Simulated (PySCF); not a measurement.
**Solvent effects on NMR parameters**

Bonds (- single, = double, # triple, : aromatic): C1=C2, C2-C3, C3-O4, O4-C5, C5=O6, C5-C7, C7-C8. C1 carries H9, H10; C2 carries H11; C3 carries H12, H13; C7 carries H14, H15; C8 carries H16, H17, H18. H9 is cis to C3; H10 is trans to C3.

GIAO PBE0/pcSseg-1 in PySCF 2.14 on one PBE0-D3(BJ)/def2-SVP conformer, non-relativistic, equivalent nuclei averaged. Solvents enter as an IEF-PCM continuum (chloroform with ε = 4.7, methanol with ε = 32.6) around the gas-phase geometry. Shifts are referred to TMS computed in the same medium.

In chloroform, δ in ppm: C5 180.7, C2 145.5, C1 119.3, C3 63.5, C7 29.4, C8 10.0, H11 6.14, H9 5.54, H10 5.48, H12/H13 4.92, H14/H15 2.47, H16/H17/H18 1.08. Dipole moment 2.02 D.

(1) How does each δ change in the more polar medium?

(2) Which nuclei move most (in ppm), and what does the model miss?

Answers

(1) 
```
      atoms                                 environment  Δδ, methanol
         C5                       ester carbonyl carbon          +1.3
         C2                                   alkene CH          +0.9
         C1                        terminal =CH2 carbon          +0.1
         C3                 allylic sp3 CH2 bonded to O          +0.4
         C7                     sp3 CH2 α to a carbonyl          +0.3
         C8                               methyl carbon          +0.1
        H11                    hydrogen on an alkene CH         +0.08
         H9          hydrogen on a terminal =CH2 carbon         +0.02
        H10          hydrogen on a terminal =CH2 carbon         +0.03
    H12/H13  hydrogen on an allylic sp3 CH2 bonded to O         +0.03
    H14/H15      hydrogen on an sp3 CH2 α to a carbonyl         +0.07
H16/H17/H18                 hydrogen on a methyl carbon         -0.01
```

Changes are relative to chloroform. The dipole moment becomes 2.19 D in methanol.

(2) C5 (ester carbonyl carbon, +1.3 ppm) in methanol. A continuum only polarises the solute; specific hydrogen bonds, the anisotropy of aromatic solvents and changes of geometry or conformer are outside it.
